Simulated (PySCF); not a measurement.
Species: C3H8Cl2O2Si.
InChI=1S/C3H8Cl2O2Si/c1-6-8-7-2-3(4)5/h3H,2,8H2,1H3

Torsions of this conformer, `[CH3:1][O:2][SiH2:3][O:4][CH2:5][CH:6]([Cl:7])[Cl:8]`: C1–O2–Si3–O4 105°, O2–Si3–O4–C5 -21°, Si3–O4–C5–C6 -100°, O4–C5–C6–Cl7 63°.

The closed-shell ground state was solved at several levels (PySCF, density fitting, gas phase, non-relativistic). One conformer (not necessarily the lowest) at the PBE0-D3(BJ)/def2-SVP geometry, without solvent, vibrations or thermal averaging.

```
         level  basis functions  HOMO (eV)  LUMO (eV)  gap (eV)  dipole (D)
B3LYP/pcSseg-1              197      -7.99      -0.31      7.68        0.52
 PBE0/pcSseg-1              197      -8.23      -0.07      8.16        0.55
```

**Question.** Estimate the row for wB97X-D/def2-SVPD, a basis of 248 functions; the other rows only guide the guess.

**Answer.** HOMO -10.15 eV, LUMO 1.48 eV, gap 11.63 eV, dipole 0.50 D.

**Question.** Over all these levels, which gives the widest orbital gap and which the narrowest?

**Answer.** wB97X-D/def2-SVPD (range-separated hybrid) has the widest, 11.63 eV, and B3LYP/pcSseg-1 (global hybrid, 20 % exact exchange) the narrowest, 7.68 eV. Functional and basis both differ between the two, so the spread mixes both effects.

**Question.** How far do the dipole and the HOMO energy spread over the levels?

**Answer.** The dipole runs from 0.50 to 0.55 D (mean 0.52 D) and the HOMO from -10.15 to -7.99 eV.
